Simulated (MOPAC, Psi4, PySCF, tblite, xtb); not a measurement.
Dimer N2 ··· C2H6O (SMILES N#N and COC) at R = 3.87 Å between the centres of mass, closest contact 2.80 Å (a random orientation, not optimised). Geometry in Å and degrees:

```
O
C 1 1.4092
H 2 1.0889 1 107.47
H 2 1.0983 3 109.03 1 -120.94
H 2 1.0983 3 109.04 4 -118.12
C 1 1.4093 2 112.50 3 179.98
H 6 1.0889 1 107.47 2 -179.93
H 6 1.0983 7 109.03 1 120.94
H 6 1.0983 7 109.03 8 118.11
N 9 2.8020 6 100.15 7 45.69
N 10 1.0909 9 149.43 6 -7.21
```

Methods: GFN2-xTB (tblite); SAPT0/jun-cc-pVDZ, frozen core (Psi4); B3LYP/def2-TZVP, counterpoise-corrected (Psi4); B3LYP-D3(BJ)/def2-TZVP, counterpoise-corrected (Psi4); PBE/def2-TZVP, counterpoise-corrected (Psi4); PBE-D3(BJ)/def2-TZVP, counterpoise-corrected (Psi4); HF/aug-cc-pVDZ, counterpoise-corrected (Psi4); MP2/aug-cc-pVDZ = DF-MP2/aug-cc-pVDZ, frozen core, counterpoise-corrected run with Psi4; SCS-MP2/aug-cc-pVDZ = DF-SCS-MP2/aug-cc-pVDZ, frozen core, counterpoise-corrected in Psi4; PM3, restricted, heats of formation (MOPAC); AM1, restricted, heats of formation (MOPAC); GFN1-xTB (xtb); RKS-B3LYP/6-31G* = restricted B3LYP/6-31G*, spherical d, no counterpoise correction run with PySCF; RHF/LANL2DZ = restricted Hartree-Fock/LANL2DZ, no counterpoise correction (PySCF); RKS-BP86/6-31G* = restricted BP86/6-31G*, spherical d, no counterpoise correction in PySCF; RMP2/3-21G = restricted MP2 (frozen core)/3-21G, no counterpoise correction (PySCF 2.14.0).

What interaction energy does each level give?


| method | E_int / kcal/mol |
|---|---|
| RMP2/3-21G | -0.99 |
| GFN2-xTB | -0.77 |
| GFN1-xTB | -0.70 |
| PBE-D3(BJ)/def2-TZVP | -0.58 |
| B3LYP-D3(BJ)/def2-TZVP | -0.46 |
| MP2/aug-cc-pVDZ | -0.43 |
| RHF/LANL2DZ | -0.28 |
| SAPT0/jun-cc-pVDZ | -0.22 |
| SCS-MP2/aug-cc-pVDZ | -0.11 |
| RKS-B3LYP/6-31G* | 0.09 |
| PBE/def2-TZVP | 0.18 |
| AM1 | 0.20 |
| RKS-BP86/6-31G* | 0.61 |
| B3LYP/def2-TZVP | 0.68 |
| HF/aug-cc-pVDZ | 0.96 |
| PM3 | 1.24 |
